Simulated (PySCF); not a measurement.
## Where the electron goes

C3H4F2O2Si.
Structure used (GFN2-xTB), in Å, numbered top down from 1:
```xyz
12
C3H4F2O2Si angstrom
F     -2.512   -1.007    1.284
C     -1.838   -0.756    0.153
F     -2.352   -1.580   -0.771
C     -1.591    0.674   -0.227
C     -0.291    0.396   -0.048
O      0.852    0.972   -0.121
Si     2.340    0.278    0.193
O     -0.444   -0.952    0.316
H     -2.203    1.498   -0.505
H      2.543   -0.833   -0.729
H      3.129    1.465   -0.096
H      2.370   -0.155    1.585
```

Method: TDDFT wB97X-D/def2-SVPD, vertical, gas phase, core orbitals frozen in the response (PySCF).

Frontier orbitals with the atoms that hold most of them (Löwdin shares over 4%, at most four atoms; ? is withheld):

| orbital | ε (eV) | atoms |
| --- | --- | --- |
| HOMO-3 | -12.29 | O6 19%, Si7 12%, C4 11%, F1 10% |
| HOMO-2 | -12.10 | O8 22%, Si7 15%, H11 11%, C4 11% |
| HOMO-1 | -12.09 | O8 21%, Si7 21%, O6 21%, H12 13% |
| HOMO | ? | C4 40%, O8 19%, C5 18%, O6 9% |
| LUMO | 1.24 | ? |
| LUMO+1 | 1.81 | C5 29%, C4 19%, O6 13%, Si7 12% |
| LUMO+2 | 1.87 | Si7 60%, H11 9%, H10 9%, H12 8% |

Problem. Which atoms hold the LUMO, and with what shares?

Solution. Si7 (bonded to O and 3 H) 43%; H12 (bonded to Si) 12%; H10 (bonded to Si) 12%; H11 (bonded to Si) 11%. By element: silicon 43%, hydrogen 36% or more.

Problem. What is the HOMO energy, and the HOMO–LUMO gap?

Solution. ε(HOMO) = -8.88 eV; the gap is 10.12 eV (0.3719 hartree).

Problem. The HOMO–LUMO gap is 10.12 eV. Where does the response calculation put the lowest singlet, and from which orbitals?

Solution. S1 is at 6.26 eV (f = 0.0043), 3.86 eV below the gap, made of HOMO→LUMO (87%). 

Problem. Give energy, strength and leading configuration of S1 and S2, and follow the Löwdin shares of the leading atoms from the occupied to the empty orbital.

Solution. 
- S1 (6.26 eV, f 0.0043), HOMO→LUMO (87%): C4 40% → at most 12%, O8 19% → at most 12%, Si7 at most 9% → 43%, H12 at most 9% → 12%
- S2 (6.32 eV, f 0.231), HOMO→LUMO+1 (93%): C4 40% → 19%, O8 19% → at most 12%, C5 18% → 29%

Löwdin shares depend on the basis, the more so with diffuse functions.

One conformer stands for the species.
